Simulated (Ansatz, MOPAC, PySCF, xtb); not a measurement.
Complex: NH3 (SMILES N) (first 4 atoms) with HBr (SMILES Br); geometry from B3LYP-D3(BJ)/def2-TZVP, rigid monomers moved along the line of their centres of mass till N1···H6 is 2.31 Å.
(charge 0, multiplicity 1):
```xyz
6

N      0.26345    -0.02255     0.44610
H      1.19578     0.03114     0.05176
H     -0.17631    -0.87701     0.12344
H     -0.27658     0.76685     0.11020
Br     0.43555     0.01878     4.26635
H      0.36744     0.00241     2.75439
```

Monomers are frozen at their geometry in the pair; levels with a basis set take the counterpoise correction.

The state that AM1 reach isn't checked.

Programs: Ansatz (Gaussian basis) for Hartree–Fock, density functionals and correlated methods; MOPAC for AM1 (differences of heats of formation); PySCF for the dispersion terms; xtb for the GFN methods. Values without a source in brackets are computed.

**Question.** One of these levels gives -7.23 kcal/mol for the interaction energy. Name it.
(A) AM1
(B) HF/aug-cc-pVTZ
(C) r2SCAN-D4/def2-TZVPPD
(D) GFN2-xTB

**Answer.** C, r2SCAN-D4/def2-TZVPPD. The others give -2.48 (AM1), -6.54 (GFN2-xTB), -4.82 (HF/aug-cc-pVTZ)

Ansatz is a program for electronic structure.
